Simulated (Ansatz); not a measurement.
```xyz
10

C    -0.624    0.562   -0.971
C    -0.220    0.463    0.502
Ga    0.969   -1.088    0.812
H    -1.284    1.416   -1.150
H    -1.160   -0.330   -1.309
H     0.243    0.687   -1.627
H     0.289    1.380    0.812
H    -1.112    0.364    1.127
H     2.534   -0.939    0.703
H     0.365   -2.514    1.102
```

Charge 0, multiplicity 1.

List the r2SCAN/def2-TZVPP orbital energies in eV (the Gaussian-basis code of Ansatz). (Best estimate.)

Ansatz gave: Occupied: -10121.90, -1244.12, -1100.58, -1100.45, -1100.43, -272.99, -272.73, -147.67, -100.69, -100.31, -100.27, -20.34, -20.13, -20.10, -20.06, -19.94, -19.34, -15.67, -11.36, -11.17, -10.13, -9.26, -8.70, -7.25, -6.54. Lowest empty: -1.95, 0.69, 1.37, 2.39, 2.45, 2.84, 2.91, 3.61.
